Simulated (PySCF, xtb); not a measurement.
CH8O3Si2, SMILES O[C@H]([SiH3])[SiH](O)O. One conformer was computed; it need not be the lowest.

Harmonic wavenumbers (cm⁻¹) from xtb with GFN2-xTB at its own minimum, in rising order: 38, 99, 120, 164, 197, 221, 263, 276, 302, 335, 360, 506, 560, 659, 700, 706, 766, 781, 786, 799, 814, 832, 891, 925, 1041, 1087, 1221, 1289, 2185, 2264, 2279, 2284, 2815, 3554, 3670, 3711.

What does PBE-D3(BJ)/def2-SVP (PySCF) give at its own minimum? (An estimate is asked for; the answer gives what the named calculation found.)

45, 113, 138, 147, 187, 220, 266, 291, 342, 360, 473, 521, 605, 658, 735, 751, 774, 792, 833, 873, 898, 903, 915, 937, 1019, 1040, 1225, 1330, 2142, 2157, 2171, 2177, 2871, 3591, 3773, 3781. Paired by order, the mean absolute difference is 41 cm⁻¹ and the zero-point energies are 56.5 and 57.3 kcal/mol.
